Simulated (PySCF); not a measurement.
C$_{2}$H$_{6}$AlCl, triplet, geometry from GFN2-xTB (such geometries of metal compounds can be far from the true shape) (a higher spin typed on purpose: for a closed-shell molecule this is an excited state); TPSS/3-21G (PySCF).

Input for PySCF:
```python
from pyscf import gto, scf, dft

mol = gto.Mole()
mol.atom = '''
    Al    0.27124112    0.58615795    0.37960008
    C     1.86787064   -0.78580438   -0.09423932
    H     1.50074856   -1.73997665   -0.45832241
    H     2.52835634   -0.91152303    0.75481727
    H     2.36361712   -0.24113003   -0.89325914
    C    -0.27691568   -0.98774869    1.75013729
    H    -0.47945400   -1.92642443    1.24452288
    H    -1.19293851   -0.57600077    2.16514718
    H     0.47678327   -1.10469076    2.51903656
    Cl   -1.07464571    0.56005945   -1.18836066
'''
mol.basis = '3-21g'
mol.spin = 2
mol.verbose = 4
mol.build()

mf = dft.UKS(mol)
mf.xc = 'tpss'
mf.kernel()
mf.analyze()
```

Question: Write the output that PySCF gives for this input, abridged.

Answer: 
```
PySCF version 2.14.0

[INPUT] verbose = 4
[INPUT] num. atoms = 10
[INPUT] num. electrons = 48
[INPUT] charge = 0
[INPUT] spin (= nelec alpha-beta = 2S) = 2
[INPUT] symmetry False subgroup None
[INPUT] Mole.unit = angstrom
[INPUT] Symbol           X                Y                Z      unit          X                Y                Z       unit  Magmom
[INPUT]  1 Al     0.271241120000   0.586157950000   0.379600080000 AA    0.512571430520   1.107677991237   0.717340188063 Bohr   0.0
[INPUT]  2 C      1.867870640000  -0.785804380000  -0.094239320000 AA    3.529763945716  -1.484955065684  -0.178086504965 Bohr   0.0
[INPUT]  3 H      1.500748560000  -1.739976650000  -0.458322410000 AA    2.836003760235  -3.288079331638  -0.866103831651 Bohr   0.0
[INPUT]  4 H      2.528356340000  -0.911523030000   0.754817270000 AA    4.777901027908  -1.722528882934   1.426397914392 Bohr   0.0
[INPUT]  5 H      2.363617120000  -0.241130030000  -0.893259140000 AA    4.466589020133  -0.455669717108  -1.688015132865 Bohr   0.0
[INPUT]  6 C     -0.276915680000  -0.987748690000   1.750137290000 AA   -0.523294794798  -1.866574503998   3.307280158489 Bohr   0.0
[INPUT]  7 H     -0.479454000000  -1.926424430000   1.244522880000 AA   -0.906036749327  -3.640414572371   2.351807398955 Bohr   0.0
[INPUT]  8 H     -1.192938510000  -0.576000770000   2.165147180000 AA   -2.254327067347  -1.088483702839   4.091535189574 Bohr   0.0
[INPUT]  9 H      0.476783270000  -1.104690760000   2.519036560000 AA    0.900989801075  -2.087562988738   4.760289196167 Bohr   0.0
[INPUT] 10 Cl    -1.074645710000   0.560059450000  -1.188360660000 AA   -2.030786072839   1.058358973975  -2.245676184607 Bohr   0.0

nuclear repulsion = 189.491684782576
number of shells = 36
number of NR pGTOs = 102
number of NR cGTOs = 56
basis = 3-21g
ecp = {}

******** <class 'pyscf.dft.uks.UKS'> ********
method = UKS
initial guess = minao
damping factor = 0
level_shift factor = 0
DIIS = <class 'pyscf.scf.diis.CDIIS'>
diis_start_cycle = 1
diis_space = 8
diis_damp = 0
SCF conv_tol = 1e-09
SCF conv_tol_grad = None
SCF max_cycles = 50
direct_scf = True
direct_scf_tol = 1e-13
number electrons alpha = 25  beta = 23
XC library pyscf.dft.libxc version 7.1.2
    S. Lehtola, C. Steigemann, M. J. T. Oliveira, and M. A. L. Marques,  SoftwareX 7, 1–5 (2018)
XC functionals = tpss
    J. Tao, J. P. Perdew, V. N. Staroverov, and G. E. Scuseria,  Phys. Rev. Lett. 91, 146401 (2003)
    J. P. Perdew, J. Tao, V. N. Staroverov, and G. E. Scuseria,  J. Chem. Phys. 120, 6898 (2004)
    J. Tao, J. P. Perdew, V. N. Staroverov, and G. E. Scuseria,  Phys. Rev. Lett. 91, 146401 (2003)
    J. P. Perdew, J. Tao, V. N. Staroverov, and G. E. Scuseria,  J. Chem. Phys. 120, 6898 (2004)
radial grids:
    Treutler-Ahlrichs [JCP 102, 346 (1995); DOI:10.1063/1.469408] (M4) radial grids

becke partition: Becke, JCP 88, 2547 (1988); DOI:10.1063/1.454033
pruning grids: <function nwchem_prune>
grids dens level: 3
symmetrized grids: False
atomic radii adjust function: <function treutler_atomic_radii_adjust>
small_rho_cutoff = 0
Set gradient conv threshold to 3.16228e-05
tot grids = 125144
init E= -777.947075027333

cycle= 1 E= -778.441179879593  delta_E= -0.494  |g|= 0.29  |ddm|= 1.93
cycle= 2 E= -778.384029145904  delta_E= 0.0572  |g|= 0.409  |ddm|= 0.855

cycle= 3 E= -778.491987102298  delta_E= -0.108  |g|= 0.0494  |ddm|= 0.539

cycle= 4 E= -778.493482930231  delta_E= -0.0015  |g|= 0.0214  |ddm|= 0.102

cycle= 5 E= -778.493793275556  delta_E= -0.00031  |g|= 0.00249  |ddm|= 0.0321

cycle= 6 E= -778.493800279425  delta_E= -7e-06  |g|= 0.000885  |ddm|= 0.00666

cycle= 7 E= -778.493801305597  delta_E= -1.03e-06  |g|= 0.000208  |ddm|= 0.00221

cycle= 8 E= -778.493801352658  delta_E= -4.71e-08  |g|= 0.00011  |ddm|= 0.000592

cycle= 9 E= -778.493801354153  delta_E= -1.49e-09  |g|= 0.000106  |ddm|= 0.000267

cycle= 10 E= -778.493801362438  delta_E= -8.29e-09  |g|= 1.15e-05  |ddm|= 0.000147

cycle= 11 E= -778.493801362557  delta_E= -1.19e-10  |g|= 3.09e-06  |ddm|= 2.48e-05

Extra cycle  E= -778.493801362553  delta_E= 4.55e-12  |g|= 4.08e-06  |ddm|= 9.58e-06
converged SCF energy = -778.493801362553  <S^2> = 2.0045636  2S+1 = 3.0030408
**** SCF Summaries ****
Total Energy =                        -778.493801362552631
Nuclear Repulsion Energy =             189.491684782576442
One-electron Energy =                -1451.017136087365316
Two-electron Energy =                  483.031649942236243
Two-electron Coulomb Energy =          542.943381016771582
DFT Exchange-Correlation Energy =      -59.911731074535332
**** MO energy ****
                             alpha | beta                alpha | beta
MO #1   energy= -100.259197821928  | -100.258330904173  occ= 1 | 1
MO #2   energy= -55.26051222399    | -55.2580189247621  occ= 1 | 1
MO #3   energy= -9.96679608704104  | -9.9590658846399   occ= 1 | 1
MO #4   energy= -9.96658958938656  | -9.95886109413404  occ= 1 | 1
MO #5   energy= -9.14638538415706  | -9.14565777596611  occ= 1 | 1
MO #6   energy= -6.93076751866271  | -6.92979361822906  occ= 1 | 1
MO #7   energy= -6.9261288043865   | -6.92489187034258  occ= 1 | 1
MO #8   energy= -6.9248282685905   | -6.92381773136735  occ= 1 | 1
MO #9   energy= -3.98118119830614  | -3.97779356337278  occ= 1 | 1
MO #10  energy= -2.54671494571905  | -2.54398006950937  occ= 1 | 1
MO #11  energy= -2.54644603858608  | -2.54280602489832  occ= 1 | 1
MO #12  energy= -2.54376567595933  | -2.53873676231919  occ= 1 | 1
MO #13  energy= -0.74998431493492  | -0.745122971895269 occ= 1 | 1
MO #14  energy= -0.675644684702804 | -0.6568002549649   occ= 1 | 1
MO #15  energy= -0.657308177943323 | -0.639249905288781 occ= 1 | 1
MO #16  energy= -0.406521915330531 | -0.39870317202471  occ= 1 | 1
MO #17  energy= -0.401720320202849 | -0.39563312442642  occ= 1 | 1
MO #18  energy= -0.387287567889837 | -0.38043381706689  occ= 1 | 1
MO #19  energy= -0.38313918077167  | -0.376648609015102 occ= 1 | 1
MO #20  energy= -0.381066901582656 | -0.361552847230914 occ= 1 | 1
MO #21  energy= -0.313366305086409 | -0.2907361704256   occ= 1 | 1
MO #22  energy= -0.291957909550987 | -0.283201333709108 occ= 1 | 1
MO #23  energy= -0.281675891543201 | -0.269429890976315 occ= 1 | 1
MO #24  energy= -0.243246075024332 | -0.189646786887882 occ= 1 | 0
MO #25  energy= -0.16300746387846  | -0.0982258394999327 occ= 1 | 0
MO #26  energy= -0.00212922222031264 | 0.0278534508396111 occ= 0 | 0
MO #27  energy= 0.0219262258915702 | 0.0406447873984188 occ= 0 | 0
MO #28  energy= 0.0649017073808846 | 0.0748669978688021 occ= 0 | 0
MO #29  energy= 0.11166058267149   | 0.125348252925285  occ= 0 | 0
MO #30  energy= 0.124026920044708  | 0.132443319544499  occ= 0 | 0
MO #31  energy= 0.151692896567505  | 0.169610714322484  occ= 0 | 0
MO #32  energy= 0.153818375421082  | 0.171379800591529  occ= 0 | 0
MO #33  energy= 0.16834071302939   | 0.176938707394122  occ= 0 | 0

To work with the spin densities directly, `use mulliken_meta_spin()` only printing them here.

 ** Mulliken spin pop alpha/beta on meta-lowdin orthogonal AOs **
 ** Mulliken Spin Density (per AO)  **
spin_pop of  0 Al 1s        0.00000
spin_pop of  0 Al 2s        0.00004
spin_pop of  0 Al 3s        0.30790
spin_pop of  0 Al 4s        0.00618
spin_pop of  0 Al 2px      -0.00003
spin_pop of  0 Al 2py      -0.00000
spin_pop of  0 Al 2pz      -0.00003
spin_pop of  0 Al 3px       0.07816
spin_pop of  0 Al 3py       0.39052
spin_pop of  0 Al 3pz       0.09927
spin_pop of  0 Al 4px       0.00206
spin_pop of  0 Al 4py       0.00062
spin_pop of  0 Al 4pz       0.00153
spin_pop of  1 C 1s       -0.00001
spin_pop of  1 C 2s        0.04882
spin_pop of  1 C 3s        0.00075
spin_pop of  1 C 2px       0.27495
spin_pop of  1 C 2py       0.10998
spin_pop of  1 C 2pz       0.05904
spin_pop of  1 C 3px       0.00036
spin_pop of  1 C 3py       0.00068
spin_pop of  1 C 3pz       0.00008
spin_pop of  2 H 1s        0.00015
spin_pop of  2 H 2s        0.00059
spin_pop of  3 H 1s       -0.01209
spin_pop of  3 H 2s        0.00015
spin_pop of  4 H 1s        0.01489
spin_pop of  4 H 2s        0.00039
spin_pop of  5 C 1s       -0.00001
spin_pop of  5 C 2s        0.04882
spin_pop of  5 C 3s        0.00075
spin_pop of  5 C 2px       0.07562
spin_pop of  5 C 2py       0.16125
spin_pop of  5 C 2pz       0.20714
spin_pop of  5 C 3px       0.00012
spin_pop of  5 C 3py       0.00079
spin_pop of  5 C 3pz       0.00022
spin_pop of  6 H 1s        0.00015
spin_pop of  6 H 2s        0.00059
spin_pop of  7 H 1s        0.01490
spin_pop of  7 H 2s        0.00039
spin_pop of  8 H 1s       -0.01209
spin_pop of  8 H 2s        0.00015
spin_pop of  9 Cl 1s        0.00000
spin_pop of  9 Cl 2s       -0.00000
spin_pop of  9 Cl 3s        0.00156
spin_pop of  9 Cl 4s        0.00023
spin_pop of  9 Cl 2px       0.00000
spin_pop of  9 Cl 2py      -0.00000
spin_pop of  9 Cl 2pz       0.00000
spin_pop of  9 Cl 3px       0.03604
spin_pop of  9 Cl 3py       0.04151
spin_pop of  9 Cl 3pz       0.03510
spin_pop of  9 Cl 4px       0.00018
spin_pop of  9 Cl 4py       0.00143
spin_pop of  9 Cl 4pz       0.00022
 ** Mulliken Spin Density (per atom)  **
spin density of  0 Al =      0.88623
spin density of  1 C =      0.49465
spin density of  2 H =      0.00074
spin density of  3 H =     -0.01194
spin density of  4 H =      0.01528
spin density of  5 C =      0.49469
spin density of  6 H =      0.00074
spin density of  7 H =      0.01529
spin density of  8 H =     -0.01194
spin density of  9 Cl =      0.11626
 ** Mulliken pop alpha/beta on meta-lowdin orthogonal AOs **
 ** Mulliken pop       alpha | beta **
In total            25.00000 | 23.00000
 ** Mulliken atomic charges   ( Nelec_alpha | Nelec_beta ) **
charge of  0Al =      0.34736  (     6.76943      5.88320 )
charge of  1C =     -0.39747  (     3.44606      2.95141 )
charge of  2H =      0.11909  (     0.44083      0.44008 )
charge of  3H =      0.12018  (     0.43394      0.44588 )
charge of  4H =      0.12956  (     0.44286      0.42758 )
charge of  5C =     -0.39742  (     3.44605      2.95136 )
charge of  6H =      0.11908  (     0.44083      0.44009 )
charge of  7H =      0.12956  (     0.44287      0.42758 )
charge of  8H =      0.12018  (     0.43394      0.44588 )
charge of  9Cl =     -0.29013  (     8.70319      8.58694 )
Dipole moment(X, Y, Z, Debye):  2.08042, -1.80475,  2.22201
```
